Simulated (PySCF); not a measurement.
How good is the calculation?

Bonds (- single, = double, # triple, : aromatic): O1=C2 1.206 Å, C2-C3 1.459 Å, C3:C4 1.433 Å, C4:C5 1.349 Å, C5:O6 1.360 Å, O6:C7 1.337 Å, C7:C3 1.364 Å. C2 carries H8; C4 carries H9; C5 carries H10; C7 carries H11.

Published estimates (parent shift plus substituent increments) and measurements: δ ¹H H11 8.34; H10 7.61; H9 6.85 ppm (estimated from measurements, as parent shift plus tabulated substituent increment; solution, not stated per compound (mostly CDCl3 or CCl4); Pretsch, Buehlmann, Badertscher, Structure Determination of Organic Compounds, 4th ed. (2009)).

- geometry from PBE0-D3(BJ)/def2-TZVP
- NMR shieldings at B97-2/pcSseg-2/GIAO
- run in PySCF 2.14.0 with density-fitted response routines
- gas phase, one computed conformer, no relativistic terms

Q: What does the calculation give, and how does it compare?

A: 
Reference values: estimated from measurements, as parent shift plus tabulated substituent increment (solution, not stated per compound (mostly CDCl3 or CCl4); Pretsch, Buehlmann, Badertscher, Structure Determination of Organic Compounds, 4th ed. (2009)).
| atoms | quantity | reference | computed | computed, scaled |
| --- | --- | --- | --- | --- |
| H11 | δ ¹H | 8.34 | 8.30 | 7.92 |
| H10 | δ ¹H | 7.61 | 7.56 | 7.23 |
| H9 | δ ¹H | 6.85 | 6.94 | 6.65 |

Computed shifts are σ(ref) − σ with the named reference compound (TMS for H and C) calculated as an isolated molecule at the same level. The measured values may be among those fitted. Expected solution values come from regression of measured δ (H and C: mostly CDCl3, vs TMS) on computed σ: ¹H (scatter 0.14 ppm rms, 0.16 ppm with the 4 outliers that the fit left out). A few per cent of atoms miss by over 2 rms, more outside the fitted compound classes.

Q: How far are the unscaled ¹H shifts from the references?

A: Mean signed difference +0.00 ppm, mean absolute 0.06 ppm over 3 comparisons; the largest is +0.09 ppm at H9 (hydrogen on an aromatic CH).
